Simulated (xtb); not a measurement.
Te(H)(OH) (H₂OTe), SMILES O[TeH]. All values are semi-empirical tight-binding results from xtb (GFN2-xTB unless named), good for trends rather than for accurate numbers. Geometry: GFN2-xTB.

Optimised geometry:

```xyz
4

Te    -0.1834    -0.0500     0.2252
H     -1.3604    -0.3454    -0.8887
O      1.2048     0.2247    -1.1744
H      1.2561     1.1458    -1.4285
```
Charge 0, spin multiplicity 1.

Computed properties:
- orbital gap: 3.86 eV
- zero-point energy: 11.4 kcal/mol
- G − E(el) at 298.15 K (modified RRHO): -4.9 kcal/mol
- static polarisability (D4 model): 47.6 bohr³
- solvation energy, GFN2-xTB/ALPB(water): -6.1 kcal/mol
- solvation energy, GFN2-xTB/ALPB(dmso): -7.8 kcal/mol

### Question
Give the atomic charges and the Wiberg bond orders between heavy atoms. (An estimate is asked for; the answer gives what the named calculation found.)

### Answer
charges (e) Te1 0.12, H2 0.04, O3 -0.46, H4 0.30. Bond orders Te1–O3 1.19.
